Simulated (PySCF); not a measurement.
C3H8OSi. Atoms are numbered in the order given.

```xyz
13

O     -1.9935     0.8344     0.0589
C     -0.7673     0.2534     0.4566
C      0.4417     1.1151     0.0135
Si     1.4145    -0.5157    -0.1771
C     -0.3974    -1.1184    -0.1944
H     -2.7072     0.2484     0.3731
H     -0.7248     0.1327     1.5692
H      0.7382     1.9405     0.6869
H      0.2237     1.5318    -0.9931
H      2.2006    -0.9260     1.0388
H      2.2628    -0.7217    -1.4023
H     -0.7677    -1.1273    -1.2419
H     -0.7429    -2.0335     0.3237
```
Charge 0, spin multiplicity 1.

Coordinates come from a PBE-D3(BJ)/def2-SVP optimisation. The values are those of a single conformer.

Calculation: PBE-D3(BJ)/def2-SVP (PySCF).

Frequencies are harmonic and unscaled.

### Question
Give all harmonic wavenumbers and intensities. (The exact figures need the calculation; the answer reports its results.)

### Answer

```tsv
mode	ν (cm⁻¹)	IR (km/mol)	moving atoms (share of kinetic energy)
1	131	1.1	H 37 %, C 33 %, O 20 %, Si 10 %
2	285	101.9	H 91 %
3	362	13.3	O 36 %, C 32 %, H 27 %
4	402	9.8	H 47 %, Si 25 %, O 16 %, C 13 %
5	445	7.2	H 48 %, C 34 %, O 17 %
6	493	0.2	H 95 %
7	496	20.2	H 54 %, Si 27 %, O 11 %, C 9 %
8	639	2.7	C 47 %, H 42 %, Si 11 %
9	692	5.0	C 43 %, H 34 %, Si 15 %, O 8 %
10	721	41.1	H 69 %, C 18 %, Si 12 %
11	764	58.3	H 75 %, C 16 %, Si 9 %
12	848	26.8	H 57 %, C 37 %
13	860	22.6	C 64 %, H 31 %
14	923	112.4	H 91 %
15	938	0.9	H 89 %, C 11 %
16	988	37.6	C 57 %, H 40 %
17	1024	20.5	H 49 %, C 34 %, O 15 %
18	1046	13.2	H 73 %, C 27 %
19	1119	137.5	C 49 %, H 39 %, O 13 %
20	1142	1.5	H 62 %, C 32 %
21	1214	34.4	H 84 %, C 13 %
22	1285	41.3	H 71 %, C 27 %
23	1348	5.9	H 80 %, C 17 %
24	1352	4.0	H 90 %, C 9 %
25	1393	7.5	H 80 %, C 19 %
26	2157	113.6	H 98 %
27	2168	118.4	H 96 %
28	2883	51.7	H 92 %
29	2994	7.4	H 95 %
30	3001	3.7	H 94 %
31	3077	9.4	H 90 %, C 10 %
32	3087	8.0	H 91 %, C 9 %
33	3691	19.7	H 94 %
```
